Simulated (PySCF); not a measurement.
# A thermochemical cycle for KI

CCSD(T) in PySCF with x2c-SVPall on every atom, spin-free X2C, for the lowest determinant that a PBE0 search found; no spin–orbit coupling. KI, a singlet (closed shell), has De = 3.14 eV to neutral atoms, and KI⁺, a doublet (π ↑), has De = 0.33 eV to K⁺ + I.

At the same level the K atom ionises at 4.13 eV.

What is the adiabatic ionisation energy of the molecule, and does ionisation strengthen or weaken the bond?

IE = IE(K) + De(neutral) − De(ion) = 4.13 + 3.14 − 0.33 = 6.94 eV. De changes by -2.81 eV, so ionisation weakens the bond.

Correlated steps freeze 23 core orbitals. Weak bonds: KI⁺. Basis-set superposition, not corrected here, can be much of De in a small basis, most of all at correlated wavefunction levels. These are scalar-relativistic numbers at best; spin–orbit coupling would shift them, the dissociation energy most. For an ion De counts to the pair picked by the measured ionisation energies or electron affinities, which need not be the lowest pair at this level. Where the molecule has an RHF reference, its open-shell atoms are computed with UHF. States were picked by a PBE0 search and need not be the measured ground states.
